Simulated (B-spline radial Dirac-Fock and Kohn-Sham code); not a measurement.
# Cs¹⁹⁺: scattering cross sections and density moments

System: Cs¹⁹⁺, configuration [Ar] 3d10 4s2 4p6.

Level of theory: Dirac-Fock densities; a radial B-spline solver.

```
Sum of ⟨r⟩                          : 11.20 bohr
Sum of ⟨r²⟩                         : 5.693 bohr²
Sum of ⟨1/r⟩                        : 325.73 per bohr
Langevin diamagnetic susceptibility : -4.51 × 10⁻⁶ cm³/mol
Lamb shielding (α²/3)Σ⟨1/r⟩         : 5782 ppm
```

Coherent scattering is the Thomson cross section weighted by f₀², without anomalous dispersion; incoherent scattering is Klein-Nishina weighted by S. The Lamb formula is the non-relativistic shielding expression. Electron correlation is left out. A dash stands where the photon energy is too low for the impulse approximation behind that column.

```tsv
hν (keV)	coherent (b)	incoherent (b)	incoherent per electron (b)
1	855.7	–	–
5	726.4	1.790	0.0497
8.0478	586.9	3.562	0.0989
10	507.0	4.638	0.129
17.4793	304.7	7.880	0.219
20	261.8	8.696	0.242
50	72.94	13.62	0.378
100	23.22	14.81	0.411
```

Values without a named source are computed, but for edge energies of neutral atoms, which are taken from tables.
